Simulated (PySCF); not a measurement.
A structure optimised at PBE0-D3(BJ)/def2-SVP, used in a PySCF frequency run:

```xyz
9

C      0.8939     2.2924     0.0000
C      0.2572     1.2549     0.0000
B     -0.5394    -0.0515     0.0000
O     -1.8873    -0.0855     0.0000
C      0.1862    -1.4856     0.0000
O      1.3860    -1.6289     0.0000
H      1.4679     3.2023     0.0000
H     -2.2946     0.7886     0.0000
H     -0.4891    -2.3880     0.0000
```
Charge 0, spin multiplicity 1.

Q: Write its SMILES, formula and point group.

A: C#CB(O)C=O, C3H3BO2, Cs

Q: What are its rotational constants (standard atomic weights)?

A: 4.6315, 3.0067, 1.8232 GHz
